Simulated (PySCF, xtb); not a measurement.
WF₆, SMILES [F][W]([F])([F])([F])([F])[F], multiplicity 1.

Harmonic wavenumbers (cm⁻¹) from GFN2-xTB (xtb) at its own minimum, in rising order: 100, 100, 100, 221, 222, 222, 266, 266, 266, 406, 407, 432, 432, 433, 449.

Question: What does PySCF 2.14.0 with PBE-D3(BJ)/def2-SVP give at its own minimum? (An estimate is asked for; the answer gives what the named calculation found.)

Answer: 127, 127, 127, 229, 229, 229, 296, 296, 296, 673, 673, 707, 707, 707, 730. Paired by order, the mean absolute difference is 122 cm⁻¹ and the zero-point energies are 6.2 and 8.8 kcal/mol.
